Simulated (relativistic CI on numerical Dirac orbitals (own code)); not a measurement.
# Sensitivity of the levels of In to α and to the nuclear radius

Computed by Dirac-Coulomb-Breit CI, separate exchange-only KLI orbitals for each configuration, valence Slater integrals scaled by 0.85, P86 correlation energy added to each configuration, derivatives by finite differences, QED left out (own radial code, finite nucleus).

Configuration list (outside the closed core [Kr] 4d10): 5s2.5p, 5s2.6s, 5s2.6p, 5s2.5d, 5s.5p2, 5s2.7s, 5s2.6d, 5s2.4f. Levels of other configurations are missing.

With x = (α/α₀)² − 1 an excitation energy changes as ω = ω₀ + qx; K = 2q/ω₀ is the relative enhancement. Terms are leading LS components, so labels can repeat. The field-shift factor is F = δν/δ⟨r²⟩ for the transition from the lowest level.

Lowest level 5s2.5p 2P°_1/2.

| Level | ω₀ (cm⁻¹) | q (cm⁻¹) | K | F (GHz/fm²) |
| --- | --- | --- | --- | --- |
| 5s2.5p 2P°_3/2 | 2135.5 | 2347 | 2.2 | 0.00281 |
| 5s2.6s 2S_1/2 | 25107.5 | 403.2 | 0.0321 | 2.3 |
| 5s.5p2 4P_1/2 | 27518.6 | 5327 | 0.387 | -6.34 |
| 5s.5p2 4P_3/2 | 28437.2 | 6385 | 0.449 | -6.37 |
| 5s.5p2 4P_5/2 | 29844.6 | 7845 | 0.526 | -6.36 |
| 5s2.6p 2P°_1/2 | 32418.4 | 704.3 | 0.0434 | 1.73 |
| 5s2.6p 2P°_3/2 | 32692.2 | 1007 | 0.0616 | 1.72 |
| 5s2.5d 2D_3/2 | 33056.4 | 1676 | 0.101 | 1.03 |
| 5s2.5d 2D_5/2 | 33092.5 | 1751 | 0.106 | 1.02 |
| 5s2.7s 2S_1/2 | 37304.3 | 759.8 | 0.0407 | 2.02 |
| 5s2.6d 2D_3/2 | 39759.6 | 1626 | 0.0818 | 1 |
| 5s2.6d 2D_5/2 | 39816.4 | 1618 | 0.0813 | 1.1 |
| 5s2.4f 2F°_7/2 | 41972.9 | 936.9 | 0.0446 | 1.87 |
| 5s2.4f 2F°_5/2 | 41972.9 | 937 | 0.0446 | 1.87 |
| 5s.5p2 2D_3/2 | 46592.9 | 5216 | 0.224 | -4.35 |

For a near-neutral ion this model can misplace configurations by up to about 10,000 cm⁻¹ (more where the count of f electrons changes) and terms by 10 to 25 % of their spread. Rates follow the energies as ν³ (E1, M1) or ν⁵ (E2), so they and the lifetimes can be off by large factors. The fine structure of a lone outer electron comes out too small, for d and f at times inverted, and misplaced configurations move strength between like terms.
